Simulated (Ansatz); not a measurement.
C3H7GaO, SMILES `[CH3][Ga]([CH3])[CH]=O`, relaxed with RKS PBE-D4/def2-SVP in the Gaussian-basis code of Ansatz from a rough embedded geometry. The force threshold is 0.03 eV/Å; the program also tests the step.

Total charge 0; spin multiplicity 1.

Start:

```xyz
12

C     1.467   -0.804    0.347
Ga   -0.028    0.205    0.566
C    -0.607    1.438   -0.601
C    -1.314   -1.032    0.138
O    -2.013   -1.302    1.134
H     1.713   -0.009    1.135
H     1.906   -0.586   -0.592
H     1.822   -1.756    0.784
H    -1.510    2.007   -0.888
H    -0.093    2.034    0.210
H     0.102    1.434   -1.486
H    -1.445   -1.628   -0.747
```

```tsv
step	energy (eV)	largest force (eV/Å)	largest move (Å)
1	-57619.2400	4.409	0.000
2	-57622.0212	2.066	0.195
3	-57623.6469	1.156	0.195
4	-57624.2222	1.813	0.195
5	-57624.4426	0.429	0.200
6	-57624.4703	0.537	0.200
7	-57624.5044	0.277	0.154
8	-57624.5128	0.262	0.117
9	-57624.5178	0.411	0.085
10	-57624.5200	0.135	0.044
11	-57624.5209	0.029	0.013
```

End:

```xyz
12

C     1.714   -0.707    0.472
Ga   -0.074   -0.128   -0.162
C    -0.484    1.763   -0.592
C    -1.611   -1.422    0.047
O    -2.035   -1.313    1.195
H     2.171    0.061    1.128
H     2.388   -0.839   -0.402
H     1.670   -1.669    1.019
H    -1.567    1.943   -0.734
H    -0.111    2.430    0.212
H     0.042    2.052   -1.526
H    -2.104   -2.171   -0.657
```

It took 16 s on 4 threads of an Arm Neoverse V2 on a shared host, with 0.18 GiB of host memory at the peak.
